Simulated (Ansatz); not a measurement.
Energy needed to pull apart CH$_{2}$Br (SMILES [CH2]Br), doublet, into free ground-state atoms, from the structure below (displaced at random from a GFN2-xTB minimum); no zero-point or spin–orbit terms; open-shell atoms are treated unrestricted, in their ground-state multiplicity.

```
4
angstrom
C -0.0325 -0.1226 -0.1159
Br 0.2690 1.4209 0.7892
H -0.3827 -0.1027 -1.0964
H 0.2209 -1.1739 0.3127
```

Computed with Ansatz 0.2.0 (basis: def2-TZVPP); correlated methods freeze the cores; orbitals are unrestricted. Filled d shells of the heavier atoms are correlated. The def2 sets are not built for correlating such inner shells, so the correlated values are less sure here.

```tsv
method	atomization energy (eV)
PBE-D4	12.24
revPBE-D4	11.93
r2SCAN-D4	12.06
PBE0-D4	12.00
wB97X-V	11.81
wB97M-V	11.77
HF	?
MP2	?
CCSD	11.33
CCSD(T)	11.51
```

(1) What does HF give? (To be estimated.)

(2) What does MP2 give? (Judge from chemistry; the value comes from the calculation.)

T1 diagnostic: at most 0.014. ⟨S²⟩ of the unrestricted Hartree–Fock references: 0.77 (a pure state has 0.75).

Answers

(1) By the calculation: 8.56 eV, which is about 2.95 eV less than CCSD(T)/def2-TZVPP.

(2) The calculation gives: 11.62 eV, which is about 0.11 eV more than CCSD(T)/def2-TZVPP.

In triple zeta the MP2 and coupled-cluster atomization energies are still short of their basis limit by a few kcal/mol a bond, whereas those of the functionals are nearly converged, so these differences are not deviations from converged CCSD(T).

For scale, one of the runs: CCSD(T)/def2-TZVPP forces, 107 basis functions (an equivalent command: `ansatz run in.yaml --threads 4`). Hardware: 4 CPU threads, shared host. Wall time 49 s; peak host memory 1.4 GiB.
